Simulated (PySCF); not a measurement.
Structure elucidation problem

Molecular formula: C$_{9}$H$_{12}$Si. Simulated spectra:

1H NMR (500 MHz, computed): δ 7.65 (m, 2H), 7.64 (m, 2H), 7.48 (t, 1H), 5.08 (m, 1H), 4.90 (m, 1H), 3.52 (m, 1H), 2.22 (m, 2H), 1.51 (m, 2H).

13C{1H} NMR (computed): δ 160.2 (C), 134.1 (CH, 2C), 131.6 (CH, 2C), 131.1 (CH), 42.8 (CH), 21.1 (CH2, 2C).

- geometry: GFN2-xTB
- shieldings: GIAO PBE0/pcSseg-1
- run in PySCF 2.14.0 with density-fitted response routines
- averaged over atoms made equivalent by symmetry, fast rotation or ring inversion, one computed conformer, in vacuum, no relativistic terms

Scale: 1H (σ = 31.72 ppm), 13C (σ = 186.93 ppm) against TMS (reference shieldings calculated alike).

Which candidate is it?
A. C=C(C)C#CC1=C[SiH2][C@@H]1C
B. [SiH3]C[C@]12C=C[C@@H]3[C@H](C=C1)[C@@H]32
C. c1ccc(C2C[SiH2]C2)cc1
D. [SiH3]CC12C=CC(C=C1)C=C2
E. C#C[Si@]1(C)C[C@H](C#CC)C1
F. C[C@@H]1[SiH2]C=C1C#CC1CC1

## Answers

C. 

Rings plus π bonds: 5 (2 rings in the answer). 6 carbon signals for 9 carbons: some carbons are equivalent by symmetry or fast rotation. Carbon types of the structure: 1 × C, 6 × CH, 2 × CH2, leaving 2 H on heteroatoms. δC 160.2: substituted aromatic carbon. δC 134.1, 131.6, 131.1: aromatic CH; the aromatic region. δC 42.8: sp3 CH on an aromatic ring; saturated and bonded to C and H only. δH 7.65, 7.64, 7.48: hydrogen on an aromatic CH; ring-current deshielding. δH 3.52: hydrogen on an sp3 CH on an aromatic ring.

The others: [SiH3]C[C@]12C=C[C@@H]3[C@H](C=C1)[C@@H]32 would give 6 signals for carbon-bound and other non-exchanging H, not 8; [SiH3]CC12C=CC(C=C1)C=C2 would give 5 carbon signals, not 6; C=C(C)C#CC1=C[SiH2][C@@H]1C would give 9 carbon signals, not 6; C#C[Si@]1(C)C[C@H](C#CC)C1 would give 8 carbon signals, not 6; C[C@@H]1[SiH2]C=C1C#CC1CC1 would give 9 carbon signals, not 6.

Shifts are as computed. Against solution values, carbons near 30 ppm lie about +3 ppm off and those near 130 ppm about +5 ppm. Of 1211 compounds with measured shifts, 218 miss one by over three times the rms of a fit or turn the order of signals round; such compounds aren't used in these exercises. No couplings were computed; multiplicities are counted from neighbouring protons, with m where these are inequivalent, close in shift, in a saturated or five-membered ring or joined by F or P, and br s for small geminal =CH2 splittings.
